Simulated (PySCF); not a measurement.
A calculated (wB97M-V, PySCF 2.14, x2c-TZVPPall, scalar relativity by spin-free X2C-1e) atom or ion has these occupied shells.

```tsv
shell	electrons	orbital energy (eV)	rms radius, mean of both spins (bohr)
1s α	1	-55513.0	0.0236
1s β	1	-55512.9	0.0236
2s α	1	-9352.2	0.0953
2s β	1	-9352.1	0.0953
2p α	3	-8301.3	0.0859
2p β	3	-8301.3	0.0859
3s α	1	-2132.8	0.245
3s β	1	-2130.5	0.245
3p α	3	-1808.5	0.246
3p β	3	-1806.2	0.246
3d α	5	-1389.3	0.225
3d β	5	-1387.3	0.225
4s α	1	-458.79	0.551
4s β	1	-454.08	0.551
4p α	3	-350.98	0.585
4p β	3	-346.18	0.585
4d α	5	-202.98	0.641
4d β	5	-197.72	0.641
5s α	1	-86.666	1.34
5s β	1	-84.548	1.34
5p α	3	-59.608	1.55
5p β	3	-58.109	1.55
4f α	7	-42.066	0.883
4f β	3	-39.320	0.883
```

Q: Name the element and its charge.

A: Ho(3+) (holmium, charge +3), in [Xe] 4f10, one real determinant.
